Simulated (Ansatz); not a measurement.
Cost and result for the atomization energy of C₂H₆ClNOSi (`CNC(=O)[SiH2]Cl`) (12 atoms, 11 bonds).

```xyz
12

C    -0.706    1.549    1.183
N     0.082    0.662    0.363
C    -0.397   -0.488   -0.145
O    -1.532   -0.907    0.024
Si    0.714   -1.601   -1.217
Cl    2.603   -0.780   -1.423
H    -0.794    2.535    0.721
H    -1.699    1.113    1.282
H    -0.266    1.661    2.177
H     1.038    0.899    0.154
H     0.847   -2.918   -0.559
H     0.110   -1.725   -2.560
```

Total charge 0; spin multiplicity 1. The geometry is a stationary point of PBE0-D4/def2-TZVP. It is one conformer, not always the lowest. Program: Ansatz. All runs use 2 threads of an AMD EPYC 7R13 on a shared host and a share of an NVIDIA H100 80 GB. Times are those of one run each, without the atoms' runs, and a repeat can differ threefold. Electronic energies, without spin–orbit coupling; frozen cores. CCSD(T)/CBS adds CCSD(T) − MP2 in def2-TZVPP to the MP2 limit, and its time is that of the two runs behind it. T1 = 0.015. B3LYP takes the VWN-RPA correlation (the form of Gaussian; ORCA's B3LYP/G).

CCSD(T)/CBS is a level of theory with its own doubt, some kJ/mol a heavy atom from the limit and from the frozen cores, so smaller differences don't rank the functionals.

| level | functions | wall time | atomization (kcal/mol) | difference from CCSD(T)/CBS | per bond |
| --- | --- | --- | --- | --- | --- |
| PBE-D4/def2-TZVPP (with forces) | 292 | 2.4 s | 1113.4 | 32.4 | 2.9 |
| PBE0-D4/def2-TZVPP | 292 | 2.6 s | 1086.9 | 5.9 | 0.5 |
| B3LYP-D4/def2-TZVPP (with forces) | 292 | 2.8 s | 1083.6 | 2.6 | 0.2 |
| r2SCAN-D4/def2-TZVPP (with forces) | 292 | 3 s | 1086.6 | 5.6 | 0.5 |
| ωB97X-V/def2-TZVPP | 292 | 3.2 s | 1088.3 | 7.3 | 0.7 |
| MP2/def2-QZVPP | 548 | 4.1 s | 1091.0 | 10.0 | 0.9 |
| ωB97M-V/def2-TZVPP (with forces) | 292 | 4.2 s | 1087.3 | 6.3 | 0.6 |
| B2PLYP/def2-TZVPP | 292 | 4.3 s | 1070.7 | -10.3 | -0.9 |
| CCSD(T)/def2-TZVPP | 292 | 6 s | 1048.4 | -32.6 | -3.0 |
| CCSD(T)/CBS(def2) | – | 10 s | 1081.0 | 0.0 | 0.0 |

From PBE to PBE0 (25 % exact exchange), in def2-TZVPP and without D4, the atomization energy moves by −25.5 kcal/mol: exact exchange takes away binding that semilocal exchange gives to molecules. The D4 term adds +10.7 kcal/mol with B3LYP and +5.6 kcal/mol with PBE0; it sums over pairs of atoms, weighted by their polarisabilities, and B3LYP, whose exchange is more repulsive, gets the larger term. In def2-TZVPP, CCSD(T) changes the Hartree–Fock value by +287.2 kcal/mol (the triples alone add +19.8 kcal/mol) and MP2 by +310.4 kcal/mol; breaking electron pairs costs correlation energy, which Hartree–Fock lacks.
